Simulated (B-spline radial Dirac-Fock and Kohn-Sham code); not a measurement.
Two-hole binding energies of W²⁺

System: tungsten as W²⁺ in the configuration [Xe] 4f14 5d4, inside a Watson sphere of charge -2 and radius 1.6 Å (a model of the Madelung potential; inside it an electron's potential energy is raised by 18.0 eV).

The computed values come from a radial atomic solver: relaxed Dirac-Fock hole states (ΔSCF) with Breit and QED corrections and a finite nucleus. U is the two-hole binding energy less the two single-hole energies, the effective repulsion of the holes after relaxation. Each two-hole energy is an average over J within one jj subconfiguration.

```csv
holes,E(a) (eV),E(b) (eV),E(ab) (eV),U (eV)
1s⁻²,69528.7,69528.7,140446.5,1389.0
1s⁻¹ 2p1/2⁻¹,69528.7,11551.2,81487.7,407.7
1s⁻¹ 3p3/2⁻¹,69528.7,2292.5,71922.7,101.5
1s⁻¹ 3d3/2⁻¹,69528.7,1879.2,71505.4,97.4
1s⁻¹ 3d5/2⁻¹,69528.7,1816.8,71438.7,93.1
2s⁻¹ 2p1/2⁻¹,12114.8,11551.2,23873.3,207.3
2p3/2⁻²,10213.7,10213.7,20657.3,229.8
2p1/2⁻¹ 3s⁻¹,11551.2,2834.0,14470.8,85.7
2s⁻¹ 3d3/2⁻¹,12114.8,1879.2,?,?
2p1/2⁻¹ 3d3/2⁻¹,11551.2,1879.2,13522.9,92.5
2p3/2⁻¹ 3d5/2⁻¹,10213.7,1816.8,12120.1,89.6
4d3/2⁻¹ 4d5/2⁻¹,268.0,255.5,549.7,26.3
5p1/2⁻¹ 5p3/2⁻¹,56.40,46.54,117.7,14.8
4f7/2⁻²,38.85,38.85,101.3,23.6
```

Q: Give the missing two-hole energy and U.

A: E(ab) = 14087.8 eV and U = 93.8 eV.
